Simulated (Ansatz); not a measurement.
`Cl[C]1([GeH3])CO1` at its PBE0-D4/def2-TZVP geometry, where that method's forces vanish. Total charge 0; spin multiplicity 1.

```xyz
10

Cl    2.0823    0.9440    0.0437
C     0.4062    0.4123   -0.1938
Ge    0.1357   -1.4845    0.2493
C    -0.6336    1.4340   -0.1013
O    -0.2061    0.8979   -1.3501
H     0.9714   -2.3295   -0.7173
H    -1.3629   -1.7769    0.0817
H     0.5766   -1.7187    1.6988
H    -0.3282    2.4590    0.0857
H    -1.6413    1.1625    0.2032
```

Problem. What forces (eV/Å) does ωB97M-V/def2-TZVPP give on these atoms in Ansatz? (Best estimate.)

Solution. Computed: 
```
Cl1  0.089  0.047 -0.004
C2   0.037 -0.237  0.187
Ge3 -0.020 -0.069  0.002
C4  -0.178  0.209  0.208
O5  -0.017 -0.003 -0.313
H6  -0.062  0.073  0.073
H7   0.112  0.030  0.010
H8  -0.030  0.026 -0.111
H9  -0.026 -0.098 -0.021
H10  0.096  0.021 -0.031
```
